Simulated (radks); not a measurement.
Task: Species: Br+. Configuration: [Ar] 3d(3/2: 4, 5/2: 5) 4s2 4p(1/2: 2, 3/2: 3) (not the ground configuration). All-electron calculation, Dirac Kohn-Sham, relativistic LDA (MacDonald-Vosko exchange, VWN5 correlation), spin-unpolarised, spherical densities, finite nucleus; Fermi nuclear charge, rms radius 4.1629 fm. Program: a radial shooting solver on a logarithmic mesh with Libxc functionals. Some entries of the table are withheld. Estimate them.

orbital  occ.  eigenvalue (Ry)  r(max) (bohr)
1s1/2       2        -975.4877        0.02801
2s1/2       2        -128.9043         0.1598
2p1/2       2        -116.4932         0.1254
2p3/2       4        -113.0288         0.1286
3s1/2       2        -19.17389         0.4835
3p1/2       2              (1)         0.4734
3p3/2       4              (2)         0.4820
3d3/2       4         -6.74029         0.4227
3d5/2       5         -6.65623         0.4253
4s1/2       2         -2.43950          1.358
4p1/2       2         -1.46094            (3)
4p3/2       3         -1.41154            (4)

Result: 
(1) 3p1/2 eigenvalue (Ry): -14.83246
(2) 3p3/2 eigenvalue (Ry): -14.31953
(3) 4p1/2 r(max) (bohr): 1.526
(4) 4p3/2 r(max) (bohr): 1.555
